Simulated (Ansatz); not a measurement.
A run for Ansatz (an electronic-structure program): R-BLYP/def2-TZVPP on H5NSeSi (SMILES N[Se][SiH3]), a point of a torsion scan.

Ansatz 0.2 input:
```yaml
crystal:
  periodic: [false, false, false]
  atoms:
    - {symbol: N, position_ang: [1.71257564, -0.13098986, -0.04705506]}
    - {symbol: Se, position_ang: [0.45496312, -0.10342525, 1.36942344]}
    - {symbol: Si, position_ang: [-0.40278098, -2.17906595, 1.03406832]}
    - {symbol: H, position_ang: [2.48648241, 0.46352819, 0.24773757]}
    - {symbol: H, position_ang: [2.10207096, -1.07267058, -0.09473081]}
    - {symbol: H, position_ang: [-1.09767936, -2.26299558, -0.24734200]}
    - {symbol: H, position_ang: [0.72065009, -3.11960527, 1.04720109]}
    - {symbol: H, position_ang: [-1.28856898, -2.37272846, 2.17194639]}
basis:
  gaussian:
    orbitals: def2-TZVPP
hamiltonian:
  xc: {name: BLYP}
scf: {lower_state_search: off}
```

It printed:

```
WARN ansatz: RAYON_NUM_THREADS=1 ignored (pool sized by the plan → 1); use --threads N
Functional definition: BLYP
these checks for a lower state are left out or cut short: stability, starts, cluster_reference, orbital_swaps, neighbouring_geometries, increment
integrals: 0.11 GiB planned
1125 factors; their error is unknown
mean field: 0.73 GiB planned
mean field evaluation 1: about -74789.9499 eV, gradient 7.1e1 eV
mean field evaluation 2: about -74712.5849 eV, gradient 1.5e2 eV
mean field evaluation 4: about -74799.0417 eV, gradient 1.7e1 eV
mean field evaluation 8: about -74799.7761 eV, gradient 1.5e-1 eV
mean field evaluation 16: about -74799.7278 eV, gradient 9.5e-5 eV
mean field -74799.72778691 eV, -2748.8392950923 hartree, gradient 4.4e-6 eV, S^2 0.000000; 0 other end points of the search recorded, 0 dependent functions left out
reference -74799.72811185 eV, -2748.8393070338 hartree; 30, 30 occupied and 161, 161 virtual orbitals, 1125 factors
Total energy: -74799.72811185 eV, -2748.8393070338 hartree
Checks for a lower state left out: stability, starts, cluster_reference, orbital_swaps, neighbouring_geometries, increment
```

The run converged.

Cost: very roughly 2.4 core-seconds.
